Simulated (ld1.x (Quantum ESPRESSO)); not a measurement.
# nitrogen (N), TM semilocal: configuration errors across variants

N, norm-conserving Troullier–Martins (semilocal form), made with ld1.x (Quantum ESPRESSO) 7.5 (PBEsol, scalar-relativistic). Core [He], reference 2s1.75 2p3.25. Waves: 2p (bound): rc 2.30 bohr; 3d channel at 0.45 Ry: rc 2.30 bohr; 2s (bound): rc 0.80 bohr. Local part: the s channel. Core correction: Bessel-smoothed model core inside 0.45 bohr.

All-electron excitation energies from the reference (eV): (1) 2s2 2p3 -2.856; (2) 2s2 2p2 10.665; (3) 2s2 2p1 39.402; (4) 2s2 2p0 86.287; (5) 2s2 2p3.3 -4.460; (6) 2s0 2p5 20.040; (7) 2s1 2p0 163.804.

In the semilocal form every listed channel keeps its own potential, so the choice of the local channel does not act on these tests. It acts once the file is put into the separable form.

A semilocal file is local in each channel, so a ghost entry of none says nothing of the separable form that plane-wave codes build from it.

1 further variants failed, have other tests or too few solved ones, and are left out.

Errors AE − PS in meV (a dash: test not solved or not reliable):

| change | (1) | (2) | (3) | (4) | (5) | (6) | (7) | bound ghosts |
| --- | --- | --- | --- | --- | --- | --- | --- | --- |
| base | -1.1 | +82 | +672 | +2666 | -8.3 | -51 | +4302 | none |
| all radii but the core radius scaled by about 1.03 (s 0.82, p 2.38, d 2.38 bohr) | -1.5 | +103 | +813 | +3134 | -10 | -75 | +5039 | none |
| form changed from semilocal to separable (Kleinman–Bylander), still TM; local potential all-electron potential smoothed inside 2.25 bohr (lloc = -2) | -1.1 | +88 | +668 | +2611 | -7.1 | -51 | +4264 | none |
| wave 2s (bound): rc 0.80 bohr becomes 2s (bound): rc 1.00 bohr | -1.1 | +83 | +676 | +2679 | -8.4 | -54 | +4311 | none |
| wave 3d channel at 0.45 Ry: rc 2.30 bohr becomes 3d channel at 0.77 Ry: rc 2.30 bohr | -1.1 | +82 | +672 | +2666 | -8.3 | -51 | +4302 | none |
| wave 3d channel at 0.45 Ry: rc 2.30 bohr becomes 3d channel at 0.45 Ry: rc 3.48 bohr | -1.1 | +82 | +672 | +2666 | -8.3 | -51 | +4302 | none |

(1) Give the same row for: wave 2p (bound): rc 2.30 bohr becomes 2p (bound): rc 3.40 bohr.

Results:

(1) -9.1, +405, +2543, +8206, -32, -462, +13029; bound ghosts: none.
